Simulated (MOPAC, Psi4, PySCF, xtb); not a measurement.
Intermolecular potential of CH4S ··· Li+ (SMILES CS and [Li+]) (charge +1). Monomers: optimised at B3LYP-D3(BJ) (def2-TZVP), held rigid. Orientation: lowest of the rigid-body minima from ten starts at GFN2-xTB (searched outside a hard wall at short contacts). R is the distance of the centres of mass, along which the second monomer moves. The shortest distances reach bonding range, where SAPT0 and rigid monomers are unreliable.

Levels of theory: GFN1-xTB (xtb); AM1, restricted, heats of formation (MOPAC); RHF/6-31G* = restricted Hartree-Fock/6-31G*, spherical d, no counterpoise correction in PySCF; SAPT0/jun-cc-pVDZ, all electrons correlated (Psi4).

Interaction energies in kJ/mol; the last columns give the difference from SAPT0:

| R / Å | GFN1-xTB | AM1 | RHF/6-31G* | SAPT0/jun-cc-pVDZ | GFN1-xTB − SAPT0/jun-cc-pVDZ | AM1 − SAPT0/jun-cc-pVDZ | RHF/6-31G* − SAPT0/jun-cc-pVDZ |
|---|---|---|---|---|---|---|---|
| 2.35 | -187.30 | 14.70 | -69.47 | -72.83 | -114.47 | 87.53 | 3.36 |
| 2.52 | -196.05 | -56.00 | -100.00 | -101.36 | -94.68 | 45.36 | 1.36 |
| 2.71 | -191.65 | -90.19 | -111.12 | -111.12 | -80.52 | 20.93 | 0.00 |
| 2.94 | -178.18 | -97.45 | -107.96 | -107.17 | -71.01 | 9.73 | -0.78 |
| 3.12 | -164.88 | -90.67 | -99.75 | -98.73 | -66.14 | 8.06 | -1.01 |
| 3.42 | -141.93 | -71.73 | -82.92 | -81.90 | -60.03 | 10.16 | -1.02 |
| 3.71 | -120.66 | -53.90 | -67.41 | -66.57 | -54.10 | 12.67 | -0.84 |
| 4.24 | -88.07 | -31.89 | -45.64 | -45.16 | -42.91 | 13.27 | -0.48 |
| 4.91 | -58.79 | -19.25 | -29.09 | -28.90 | -29.88 | 9.65 | -0.19 |
| 5.88 | — | -12.38 | -17.21 | -17.25 | — | 4.87 | 0.05 |
| 7.22 | — | -8.19 | -9.90 | -10.17 | — | 1.99 | 0.27 |

GFN1-xTB is furthest from SAPT0/jun-cc-pVDZ at 2.35 (-114.47 kJ/mol, below); its mean absolute difference over the points is 68.20 kJ/mol.

AM1 is furthest from SAPT0/jun-cc-pVDZ at 2.35 (87.53 kJ/mol, above); its mean absolute difference over the points is 20.38 kJ/mol.

RHF/6-31G* is furthest from SAPT0/jun-cc-pVDZ at 2.35 (3.36 kJ/mol, above); its mean absolute difference over the points is 0.85 kJ/mol.

A dash means that the run gave no value there, or that the column was ended at a point which the program doubted or which failed a test of continuity chosen for this set; such a test can also cut sound points.
